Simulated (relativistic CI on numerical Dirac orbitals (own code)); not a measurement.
Method of calculation: Dirac-Coulomb-Breit CI, orbitals from a KLI potential per configuration, QED by a radiative potential, unscaled Slater integrals (own radial code, finite nucleus).

The strongest absorption lines from the ground level of an ion, among the configurations computed and to levels below about 327 eV (vacuum wavelength in Å, gf): 76.724 (0.66), 79.408 (0.81), 80.043 (1.1), 80.246 (2.1), 82.093 (1.7), 82.895 (1.4), 103.18 (0.83), 110.32 (0.57).

Task: Which ion is it?
A. Pr XXVII
B. Tb XXXIII
C. Pm XXVII
D. Pm XXIX

Result: D. Pm XXIX has 33 electrons and the ground level 4s2 4p3 2P°_3/2; the strongest line goes to 4s2 4p2 4d 4D_5/2. The pattern of lines fixes the number of electrons, and along that sequence the line energies rise steadily with the charge (about as its square where n changes within one kind of shell, about linearly where n is kept but much faster in heavy ions where fine structure, which grows about as Z⁴, sets the gap, and irregularly where shells cross), which fixes Z. Configurations outside the model, such as inner-shell arrays, can give stronger lines. At this charge energies of transitions that change n are usually good to better than 1 %, and those within a shell (Δn = 0) to a few per cent.

LS names give the leading component of a level, which can be under half, so a name can repeat, a term be missing and a line seem to break the LS rules.
